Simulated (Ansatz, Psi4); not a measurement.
**C2H3I (vinyl iodide): from total energies to a heat of formation**

The species is C2H3I (6 atoms), meant as a singlet with charge 0. As SMILES, `C=CI`. The shape is that of a PBE0-D4/def2-TZVP optimisation.

Total energies at CCSD/def2-SVP (core potential), 6 core orbitals frozen (Psi4 1.11); the atoms run unrestricted:

```tsv
species	state	energy (Eh)
C2H3I	singlet	-374.458949
C	triplet	-37.714396
I	doublet	-296.757911
H	doublet	-0.499278
```

Harmonic wavenumbers at PBE0-D4/def2-TZVP, in cm⁻¹: 312, 560, 563, 948, 986, 1004, 1260, 1407, 1667, 3154, 3220, 3250.

Measured heats of formation of the gaseous atoms at 298.15 K, in kJ/mol: C 716.9, I 106.8, H 218.0. Spin-orbit lowering of the atoms at 298 K (mean of the ground term's levels less their thermal mean, from spectra), in kJ/mol: C 0.02, I 30.32. Take 1 Eh = 2625.50 kJ/mol, 1 cm⁻¹ = 0.0119627 kJ/mol, RT = 2.479 kJ/mol.

Q: What heat of formation follows?

A: 
1. Electronic atomisation energy: 2 × (-37.714396) + (-296.757911) + 3 × (-0.499278) − (-374.458949) = 0.774412 Eh = 2033.2 kJ/mol.
2. Zero-point energy: half the sum of the wavenumbers, 9165.5 cm⁻¹ = 109.6 kJ/mol.
3. Thermal vibrational enthalpy, Σ hcν̃/(exp(hcν̃/kT) − 1): 2.4 kJ/mol. Translation, rotation and pV of a non-linear molecule: 4 RT = 9.9 kJ/mol.
4. The 6 free atoms carry 5/2 RT each: 37.2 kJ/mol.
5. Spin-orbit coupling lowers the free atoms by 2 × 0.02 + 30.32 = 30.4 kJ/mol.
6. Atomisation enthalpy at 298 K: 2033.2 − 30.4 − 109.6 − 2.4 − 9.9 + 37.2 = 1918.1 kJ/mol.
7. Sum of the atoms' heats of formation: 2194.6 kJ/mol. Heat of formation: 2194.6 − 1918.1 = +276.5 kJ/mol.

The tabulated value is +130.6 kJ/mol (Active Thermochemical Tables), so this level is off by +145.9 kJ/mol, or 7.1 % of the atomisation enthalpy. Coupled cluster needs large bases for atomisation: in a finite one the molecule is underbound. A double-zeta basis underbinds. Anharmonicity and any spin-orbit splitting of the molecule are left out, and so is core correlation.
